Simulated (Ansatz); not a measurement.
Mulliken charges of GeH$_{5}$N, SMILES `[NH2][GeH3]` from PBE/def2-TZVPP in Ansatz (PBE0-D4/def2-TZVP geometry).

```json
{"atom": "N1", "x (Å)": "-0.107", "y (Å)": "-1.162", "z (Å)": "-0.097", "charge (e)": "-0.391"}
{"atom": "Ge2", "x (Å)": "0.158", "y (Å)": "0.661", "z (Å)": "-0.112", "charge (e)": "0.191"}
{"atom": "H3", "x (Å)": "0.363", "y (Å)": "-1.634", "z (Å)": "0.663", "charge (e)": "0.137"}
{"atom": "H4", "x (Å)": "-1.082", "y (Å)": "-1.429", "z (Å)": "-0.075", "charge (e)": "0.137"}
{"atom": "H5", "x (Å)": "-0.576", "y (Å)": "1.208", "z (Å)": "-1.346", "charge (e)": "-0.016"}
{"atom": "H6", "x (Å)": "-0.365", "y (Å)": "1.397", "z (Å)": "1.145", "charge (e)": "-0.042"}
{"atom": "H7", "x (Å)": "1.672", "y (Å)": "0.891", "z (Å)": "-0.224", "charge (e)": "-0.016"}
```

Task: By hand: the dipole of these point charges (1 e Å = 4.8032 D).

Result: Σ q r = (-0.029, 0.069, 0.074) e Å, of length 0.105 e Å = 0.50 D.

Task: How does the dipole of the full density compare? (Estimate.)

Result: The calculation gave: (-0.106, -0.064, 0.190) e Å, 1.09 D; the point charges give 0.46 times that, at 58° from its direction.

Point charges leave out the atoms' own dipoles, such as those of lone pairs, and Mulliken's split depends on the basis, so the two needn't agree.
